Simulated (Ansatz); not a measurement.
`BO[CH2][GeH3]` and `BOCN` differ in one atom or group.

Ansatz, PBE0-D4/def2-TZVP geometries, multiplicity 1. Each molecule was computed in one conformer, which needn't be the lowest.

Scalar relativity is left out up to krypton.

```json
{"property": "HOMO energy (PBE/def2-TZVPP) / eV", "`BO[CH2][GeH3]`": "-7.08"}
{"property": "size of the dipole moment (B3LYP/def2-TZVPP) / D", "`BO[CH2][GeH3]`": "1.46"}
{"property": "HOMO–LUMO gap (B3LYP/def2-TZVPP) / eV", "`BO[CH2][GeH3]`": "7.39"}
{"property": "HOMO–LUMO gap (PBE/def2-TZVPP) / eV", "`BO[CH2][GeH3]`": "5.61"}
{"property": "LUMO energy (ωB97M-V/def2-TZVPP) / eV", "`BO[CH2][GeH3]`": "1.37"}
{"property": "size of the dipole moment (ωB97M-V/def2-TZVPP) / D", "`BO[CH2][GeH3]`": "1.48"}
```

**Question.** What does the change do to each property? (Best estimate.)

**Answer.** The calculation gave: 
| property | `BOCN` | shift |
| --- | --- | --- |
| HOMO energy (PBE/def2-TZVPP) / eV | -6.28 | 0.80 |
| size of the dipole moment (B3LYP/def2-TZVPP) / D | 0.92 | -0.54 |
| HOMO–LUMO gap (B3LYP/def2-TZVPP) / eV | 6.89 | -0.50 |
| HOMO–LUMO gap (PBE/def2-TZVPP) / eV | 4.95 | -0.66 |
| LUMO energy (ωB97M-V/def2-TZVPP) / eV | 1.46 | 0.09 |
| size of the dipole moment (ωB97M-V/def2-TZVPP) / D | 0.90 | -0.58 |

With PBE0 the HOMO rises by 0.58 eV and the LUMO rises by 0.12 eV, so the gap narrows by about 0.46 eV. PBE moves the HOMO by 0.80 eV and ωB97M-V by 0.40 eV. Dipoles are sizes alone; their direction can turn.

B3LYP here is the variant with VWN-RPA as its local correlation; programs differ in this.
